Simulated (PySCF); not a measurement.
C₆H₁₀NO (doublet state).
Structure used (GFN2-xTB), in Å, numbered top down from 1:
```
atom  x, y, z in Å
C1    -0.542    1.891    0.954
C2    -0.916    0.908    0.202
C3    -0.361   -0.247   -0.523
C4    -1.386   -0.791   -1.525
C5     0.024   -1.341    0.484
N6     0.824    0.159   -1.299
C7     1.992    0.585   -0.791
O8     2.297    0.658    0.374
H9     0.496    2.062    1.245
H10   -1.246    2.607    1.353
H11   -0.975   -1.641   -2.066
H12   -1.672   -0.017   -2.235
H13   -2.279   -1.114   -0.995
H14    0.427   -2.203   -0.043
H15    0.775   -0.960    1.169
H16   -0.853   -1.642    1.050
H17    0.689    0.227   -2.295
H18    2.697    0.867   -1.600
```

The hyperfine couplings belong to this conformer and change with its torsions.

Identity: `C=[C]C(C)(C)NC=O` [radical].

Theory: PySCF, UKS B3LYP, pcH-1 on C H N O, non-relativistic, mean-field spin-orbit, GIAO. The structure is a single GFN2-xTB conformer in the gas phase; no vibrational or solvent corrections. A GFN2-xTB geometry isn't a minimum of the functional, and hyperfine couplings can be far from their values at a DFT geometry. No stability test was run, so a lower SCF solution isn't excluded.

Q: Break the g tensor into its mass correction, gauge correction and orbital-Zeeman/spin–orbit terms.

A: 
```csv
Δg (ppm),1,2,3
relativistic mass correction,-157,-157,-157
gauge correction,36,16,4
orbital Zeeman/spin–orbit,-560,53,494
total,-682,-88,341
```

So g = 2.00164, 2.00223, 2.00266 and g_iso = 2.00218; the tensor is rhombic: the two nearest values differ by 42 % of g3 − g1. Axes: g1 points within 15° of the C2–C3 bond and g2 points within 10° of the C1–H9 bond.

Q: Average each term over the three axes. Which is largest in size?

A: The mass correction -157, the gauge correction 19 and the orbital-Zeeman/spin–orbit term -4 ppm, for a total of -143 ppm. The mass correction is the largest in size. The mass correction is the same along every axis, so the anisotropy comes from the other two: their spans along these axes are 31 (gauge) and 1054 ppm (orbital Zeeman/spin–orbit).

Q: At 9.625 GHz, how far is the centre of the isotropic spectrum from where a free electron (g = 2.002319) resonates?

A: B = hν/(g μB) with μB/h = 13.99624 MHz/mT gives 343.44 mT for the free electron and 343.47 mT at g_iso, 0.02 mT higher.

Q: In a frozen sample, at which fields do the three g values resonate at 9.5, 34, 94 and 263 GHz (hyperfine left aside), and which band first spreads them over more than twice a line width of 1.0 mT?

A: 
```csv
band,GHz,B(g3) mT,B(g2) mT,B(g1) mT,spread mT
X,9.5,338.93,339.00,339.10,0.17
Q,34.0,1213.00,1213.26,1213.62,0.62
W,94.0,3353.58,3354.30,3355.30,1.71
J,263.0,9382.90,9384.91,9387.69,4.79
```

The spread grows in proportion to the frequency. J band is the first where it exceeds 2.0 mT.

The Mulliken spin populations are largest on C2 (+0.98), C1 (-0.16) and H9 (+0.09). No atom but C2 exceeds +0.15.

The HOMO–LUMO gaps are 5.90 eV among the α and 5.18 eV among the β orbitals.
